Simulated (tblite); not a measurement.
Species: C3H8O4S2Si.
Bonds: C1–S2, S2–O3 (double), S2–O4 (double), S2–C5, C5–O6, O6–C7, C7–S8 (double), C7–O9, O9–Si10. Hydrogens: H11, H12, H13 on C1; H14, H15 on C5; H16, H17, H18 on Si10.

Computed with GFN2-xTB (tblite), gas phase: L-BFGS steps from a force-field or distance-geometry start until the largest atomic force falls under 0.01 eV/Å.

Step 33: E = -953.1196 eV
```
atom  x, y, z in Å  |  force x, y, z in eV/Å
C1     -2.6915    0.7160    0.2659   -0.034   0.041   0.019
S2     -1.5593   -0.5972   -0.2384   -0.031   0.005  -0.043
O3     -2.2954   -1.7978   -0.5097   -0.032  -0.021  -0.026
O4     -0.6946   -0.0845   -1.2599    0.031   0.014   0.003
C5     -0.5541   -0.8900    1.2811    0.023   0.022   0.033
O6      0.0733    0.3247    1.5664    0.045  -0.004  -0.009
C7      1.1775    0.6398    0.8690    0.029  -0.021   0.011
S8      1.7971    2.1309    1.0381   -0.060  -0.008   0.009
O9      1.6971   -0.2980    0.1394    0.010   0.003  -0.013
Si10    3.0004   -0.0557   -0.8836   -0.035   0.010   0.035
H11    -3.2566    0.3752    1.1219   -0.002  -0.027   0.016
H12    -3.3534    0.9146   -0.5677    0.014  -0.021  -0.028
H13    -2.1053    1.5952    0.4972    0.034  -0.005   0.027
H14     0.1482   -1.6991    1.0747   -0.020  -0.001   0.014
H15    -1.2192   -1.1339    2.1047   -0.021   0.010  -0.002
H16     4.1459    0.1393   -0.0007    0.041   0.024  -0.029
H17     2.9628   -1.3604   -1.5221   -0.011  -0.019   0.016
H18     2.7183    1.0872   -1.7327    0.021  -0.002  -0.034
```

Step 34: E = -953.1205 eV
```
atom  x, y, z in Å  |  force x, y, z in eV/Å
C1     -2.6890    0.7164    0.2679   -0.037   0.033   0.012
S2     -1.5572   -0.5947   -0.2386   -0.009  -0.016  -0.052
O3     -2.2927   -1.7934   -0.5185   -0.044  -0.035  -0.012
O4     -0.6895   -0.0803   -1.2564    0.038   0.032   0.003
C5     -0.5558   -0.8917    1.2826    0.035   0.023   0.040
O6      0.0763    0.3204    1.5680    0.017   0.030   0.014
C7      1.1771    0.6387    0.8672    0.012  -0.027   0.004
S8      1.7880    2.1345    1.0277   -0.058  -0.022   0.012
O9      1.6982   -0.2998    0.1401    0.023  -0.002  -0.013
Si10    3.0003   -0.0554   -0.8834   -0.034   0.007   0.027
H11    -3.2579    0.3729    1.1196   -0.003  -0.032   0.043
H12    -3.3489    0.9159   -0.5659    0.000  -0.004  -0.056
H13    -2.1025    1.5938    0.5026    0.037   0.011   0.034
H14     0.1441   -1.7032    1.0808   -0.007  -0.021  -0.003
H15    -1.2219   -1.1323    2.1064   -0.027   0.015  -0.005
H16     4.1456    0.1410   -0.0002    0.037   0.029  -0.034
H17     2.9645   -1.3603   -1.5213   -0.009  -0.024   0.016
H18     2.7127    1.0839   -1.7353    0.027   0.001  -0.031
```

Q: Estimate the geometry and energy of step 35. (The exact step hangs on the optimiser's Hessian estimate; all steps are aligned on step 34, rigid shifts and turns removed.)

A: E = -953.1216 eV, largest force 0.076 eV/Å
```
atom  x, y, z in Å  |  force x, y, z in eV/Å
C1     -2.6866    0.7172    0.2706   -0.029   0.012  -0.001
S2     -1.5551   -0.5922   -0.2398    0.016  -0.030  -0.037
O3     -2.2906   -1.7886   -0.5294   -0.041  -0.031   0.005
O4     -0.6829   -0.0748   -1.2522    0.033   0.041   0.008
C5     -0.5574   -0.8934    1.2852    0.031   0.014   0.030
O6      0.0802    0.3157    1.5702   -0.020   0.050   0.037
C7      1.1770    0.6370    0.8653   -0.011  -0.025  -0.003
S8      1.7763    2.1384    1.0158   -0.046  -0.027   0.015
O9      1.7000   -0.3018    0.1409    0.029  -0.013  -0.004
Si10    2.9999   -0.0549   -0.8828   -0.014   0.002   0.002
H11    -3.2595    0.3695    1.1175    0.003  -0.029   0.057
H12    -3.3434    0.9173   -0.5647   -0.011   0.019  -0.073
H13    -2.0986    1.5922    0.5096    0.026   0.018   0.038
H14     0.1387   -1.7085    1.0881    0.007  -0.035  -0.019
H15    -1.2258   -1.1300    2.1085   -0.027   0.023  -0.010
H16     4.1463    0.1438   -0.0005    0.026   0.033  -0.041
H17     2.9661   -1.3607   -1.5196   -0.005  -0.022   0.018
H18     2.7068    1.0800   -1.7392    0.034   0.000  -0.024
```

The energy changes by -0.0011 eV. The first-order estimate −F·Δx gives -0.0015 eV and the mean of the old and new forces, exact on a quadratic surface, -0.0011 eV. The step makes an angle of 76° with the force vector and moves no atom by more than 0.017 Å.

What follows is the cost of the whole relaxation. The run took 1.8 s of wall time on one thread of an Arm Neoverse N1, shared host.
